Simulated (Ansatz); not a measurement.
Species: CCl$_{2}$ (charge 0, triplet). This is an excited triplet: at this geometry the singlet lies 0.44 eV lower at RI-MP2/CBS(aug-cc-pV(T+d)Z,aug-cc-pV(Q+d)Z)+[CCSD(T)-MP2]/aug-cc-pV(T+d)Z. 
Geometry from a B3LYP-D3(BJ)/def2-TZVP (Ansatz, an electronic-structure program) optimisation:
SMILES: [C](Cl)Cl
```xyz
3

C      0.0044    -0.0137    -0.6156
Cl     1.5088     0.0245     0.1190
Cl    -1.5103    -0.0197     0.0982
```
Charge 0, spin multiplicity 3.

Basis-set convergence of Hartree-Fock and MP2 correlation energies (hartree) with Ansatz. Correlated levels leave the core frozen unless marked. UHF or UKS for open shells. Spin-orbit coupling is left out. Non-relativistic.

```tsv
basis	functions	E(HF)	E(corr, MP2)
aug-cc-pV(D+d)Z	87	-956.78219	-0.38524
aug-cc-pV(T+d)Z	156	?	?
```

Some entries are withheld; supply them.


- aug-cc-pV(T+d)Z, E(HF): -956.81799
- aug-cc-pV(T+d)Z, E(corr, MP2): -0.49090
